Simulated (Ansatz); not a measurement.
Ge20H28, a nanocrystal cut from cubic germanium. The state is a singlet with charge 0. Geometry PBE-D4/def2-SVP; atoms count from 1.

```csv
atom,x (Å),y (Å),z (Å)
Ge1,3.463,-2.868,0.610
Ge2,-1.124,-1.633,-4.147
Ge3,-3.866,0.067,-0.981
Ge4,1.296,-1.093,3.562
Ge5,-2.357,0.264,2.693
Ge6,-0.148,-1.344,-0.189
Ge7,3.037,0.486,-1.653
Ge8,-0.569,1.970,-2.367
Ge9,0.873,2.213,1.366
Ge10,-2.816,3.591,0.486
Ge11,-0.004,-2.679,-2.240
Ge12,1.229,-2.447,1.520
Ge13,4.518,-0.821,-0.210
Ge14,-2.437,-1.082,0.643
Ge15,-0.464,0.701,-4.459
Ge16,-2.864,2.227,-1.548
Ge17,-0.991,-0.838,4.402
Ge18,2.191,1.143,3.131
Ge19,-1.431,2.474,2.170
Ge20,0.820,0.858,-0.674
H21,4.365,-3.522,1.699
H22,3.338,-3.878,-0.569
H23,-0.800,-2.439,-5.442
H24,-2.661,-1.702,-3.924
H25,-5.264,0.313,-0.335
H26,-4.076,-0.804,-2.255
H27,2.175,-1.811,4.635
H28,-3.815,0.456,3.222
H29,2.835,-0.288,-2.990
H30,3.695,1.854,-2.004
H31,0.014,3.399,-2.619
H32,1.462,3.619,1.025
H33,-4.262,3.773,1.039
H34,-2.240,5.003,0.173
H35,-0.586,-4.101,-1.986
H36,1.506,-2.849,-2.583
H37,0.566,-3.818,1.875
H38,5.814,-1.186,-0.996
H39,4.937,0.057,1.003
H40,-3.020,-2.492,0.975
H41,-1.381,1.365,-5.529
H42,0.996,0.744,-4.996
H43,-3.731,2.935,-2.638
H44,-1.594,-2.231,4.749
H45,-0.988,0.022,5.701
H46,2.072,1.994,4.433
H47,3.697,1.078,2.740
H48,-1.409,3.320,3.484
```

Single mean-field runs in def2-TZVP are fitted with def2-universal-jkfit.

(1) Estimate the Mulliken populations of the heavy atoms from the PBE0/def2-TZVP orbitals of Ansatz.

(2) And the Mayer bond orders between heavy atoms (over 0.3)?

Results:

(1) 
```csv
atom,charge (e)
Ge1,-0.02
Ge2,-0.05
Ge3,0.00
Ge4,-0.10
Ge5,-0.08
Ge6,-0.27
Ge7,0.03
Ge8,0.00
Ge9,0.02
Ge10,0.04
Ge11,0.03
Ge12,0.00
Ge13,-0.05
Ge14,0.02
Ge15,-0.02
Ge16,-0.10
Ge17,0.04
Ge18,0.00
Ge19,-0.08
Ge20,-0.27
```
Mulliken values depend strongly on the basis.

(2) Ge1–Ge12 0.85 (2.45 Å); Ge1–Ge13 0.86 (2.45 Å); Ge2–Ge11 0.86 (2.45 Å); Ge2–Ge15 0.86 (2.45 Å); Ge3–Ge14 0.85 (2.45 Å); Ge3–Ge16 0.86 (2.45 Å); Ge4–Ge12 0.84 (2.45 Å); Ge4–Ge17 0.86 (2.45 Å); Ge4–Ge18 0.86 (2.45 Å); Ge5–Ge14 0.84 (2.45 Å); Ge5–Ge17 0.86 (2.45 Å); Ge5–Ge19 0.85 (2.45 Å); Ge6–Ge11 0.85 (2.45 Å); Ge6–Ge12 0.85 (2.46 Å); Ge6–Ge14 0.85 (2.45 Å); Ge6–Ge20 0.85 (2.45 Å); Ge7–Ge13 0.86 (2.45 Å); Ge7–Ge20 0.85 (2.45 Å); Ge8–Ge15 0.85 (2.45 Å); Ge8–Ge16 0.84 (2.45 Å); Ge8–Ge20 0.85 (2.46 Å); Ge9–Ge18 0.85 (2.45 Å); Ge9–Ge19 0.84 (2.45 Å); Ge9–Ge20 0.85 (2.45 Å); Ge10–Ge16 0.86 (2.45 Å); Ge10–Ge19 0.86 (2.45 Å).
